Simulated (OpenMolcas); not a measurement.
# Nb3+ in a ligand field

Nb3+ with 4 ligands (chloride) in tetrahedral coordination (Td) at 2.35 Å. A charge of +0.25 e stands 2.4 Å behind each ligand. Ligand basis ANO-RCC-VDZP.

- Program: OpenMolcas 26.06
- Method: CASSCF
- Basis: ANO-RCC-VTZP [7s6p4d2f1g]
- Scalar Hamiltonian: DKH2, point nucleus
- Active space: 2 electrons in 5 orbitals (4d)
- State averaging: 2S+1 = 3 even, 10 roots; 2S+1 = 1 even, 15 roots
- Spin-orbit coupling: RASSI with atomic mean-field integrals over the reference wave functions

The lowest spin-free states (labels of Td), above the lowest:

```
State  Degeneracy  E (cm-1)
  3A2           1       0.0
  3T2           3      7926
   1E           2      9539
  3T1           3     12384
  1A1           1     16020
  1T2           3     17050
  1T1           3     18934
  3T1           3     19427
   1E           2     23963
  1T2           3     26367
  1A1           1     39940
```

The lowest levels with spin-orbit coupling:

```csv
E (cm-1),Degeneracy,2S+1
0.0,3,3
7730,2,3 (88 %)
7854,1,3
7935,3,3
8045,3,3
9748,2,1 (85 %)
12251,3,3
12381,2,3
12697,3,3
12791,1,3
16180,1,1
16993,3,1
18900,3,1 (78 %)
19201,1,3
19496,3,3 (79 %)
19693,2,3
19822,3,3
24082,2,1
26476,3,1
40067,1,1
```

Electric-dipole absorption from the lowest level at this geometry, strongest bands:

| E (cm-1) | λ (nm) | f |
| --- | --- | --- |
| 7730 | 1290 | 1.67e-05 |
| 7935 | 1260 | 5.37e-06 |
| 8045 | 1240 | 3.42e-06 |
| 9748 | 1030 | 2.79e-05 |
| 12251 | 816 | 2.72e-03 |
| 12381 | 808 | 1.77e-03 |
| 12697 | 788 | 2.58e-03 |
| 12791 | 782 | 8.62e-04 |
| 16180 | 618 | 8.62e-06 |
| 16993 | 588 | 1.37e-04 |
| 18900 | 529 | 5.31e-04 |
| 19201 | 521 | 5.79e-04 |
| 19496 | 513 | 1.29e-03 |
| 19693 | 508 | 1.27e-03 |
| 19822 | 504 | 1.79e-03 |
| 40067 | 250 | 1.49e-06 |

Powder χT (cm3 K/mol): 0.811 at 2 K, 0.812 at 10 K, 0.818 at 50 K, 0.826 at 100 K, 0.841 at 200 K, 0.856 at 300 K. The effective moment at 300 K is 2.828 √(χT) = 2.62 μB.

The lowest level has 2S+1 = 3, for which the spin-only value is χT = S(S+1) / 2 = 1.000 cm3 K/mol (g = 2). The computed 0.856 at 300 K differs by -0.144, through orbital momentum, spin-orbit coupling and any other state in reach.

Metal share of the active 4d orbitals (Löwdin): 76, 76, 76, 89, 89 %; Mulliken charge of the metal 1.25.

Without dynamic correlation the repulsion within the d shell is too large (B by tens of per cent), so at a given field states of lower spin stand too high. The least metal-like active orbital is 76 % on the metal (Löwdin) and no ligand orbital is active, so the numbers are rough. With metal d orbitals alone the field can be off either way by tens of per cent. Ligand-to-metal charge-transfer states are missing. With no ligand orbital active B as a rule stays too high, so bands that hang on it stand too high and its fall with covalency is understated. No measured value stands beside these numbers; the geometry is a model, was not optimised and need not be the one that this ion takes.
